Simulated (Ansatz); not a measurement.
Abridged output of a molecular run in Ansatz:

```
Functional definition: HF
1889 factors; integrals over basis functions are off by at most 1.1e-3 eV
mean field evaluation 1: about -14613.9687 eV, gradient 5.4e1 eV
mean field evaluation 2: about -14614.2576 eV, gradient 5.4e1 eV
mean field evaluation 4: about -14620.4431 eV, gradient 4.8e0 eV
mean field evaluation 8: about -14620.5256 eV, gradient 2.6e-1 eV
mean field -14620.52585864 eV, -537.2944151566 hartree, gradient 6.2e-6 eV, S^2 0.000000; 0 other end points of the search recorded, 0 dependent functions left out
10 core orbitals not correlated: weight in the atoms' cores, before any rotation towards them, 1.000 or more for the frozen orbitals, at most 0.000 for the correlated occupied ones
reference -14620.52585864 eV, -537.2944151566 hartree; 18, 18 occupied and 295, 295 virtual orbitals, 1889 factors
second order -29.29854837 eV of doubles, -0.00000000 eV of singles
cycle   1  -29.81210671 eV  change   -5.1e-1 eV  update   1.1e-1
cycle   2  -30.47513989 eV  change   -6.6e-1 eV  update   3.1e-2
cycle   3  -30.61299306 eV  change   -1.4e-1 eV  update   1.5e-2
cycle   4  -30.60380634 eV  change    9.2e-3 eV  update   3.9e-3
cycle   5  -30.60335351 eV  change    4.5e-4 eV  update   1.8e-3
cycle   6  -30.60418943 eV  change   -8.4e-4 eV  update   5.0e-4
cycle   7  -30.60404396 eV  change    1.5e-4 eV  update   2.3e-4
cycle   8  -30.60397919 eV  change    6.5e-5 eV  update   7.5e-5
cycle   9  -30.60400042 eV  change   -2.1e-5 eV  update   3.4e-5
perturbative correction -1.23342705 eV, -0.0453276080 hartree
Total energy: -14652.36328611 eV, -538.4644190360 hartree
```

Its atoms:

Z-matrix (Å, degrees):
```
Si
C 1 1.859
N 1 1.723 2 115.0
C 1 1.863 2 111.0 3 -121.1
O 1 1.651 2 103.5 3 116.9
C 2 1.330 1 124.3 3 113.6
H 2 1.090 1 118.1 3 -65.5
H 3 1.008 1 120.1 2 51.5
H 3 1.008 1 119.2 2 -90.4
H 4 1.093 1 110.4 2 -177.8
H 4 1.093 1 111.9 2 62.1
H 4 1.092 1 110.7 2 -58.4
H 5 0.959 1 115.2 2 -164.6
H 6 1.087 2 121.8 1 1.5
H 6 1.087 2 122.5 1 -178.8
```

(1) Which basis set was used?
A. def2-TZVPPD
B. def2-TZVPP
C. cc-pV(D+d)Z
D. def2-SVP

(2) Write the keys of the input that set method, charge and spin (a neutral closed shell needs none for the last two).

Results:

(1) B. It gives 323 functions.

(2) 
```yaml
correlation: {method: ccsd_t}
```
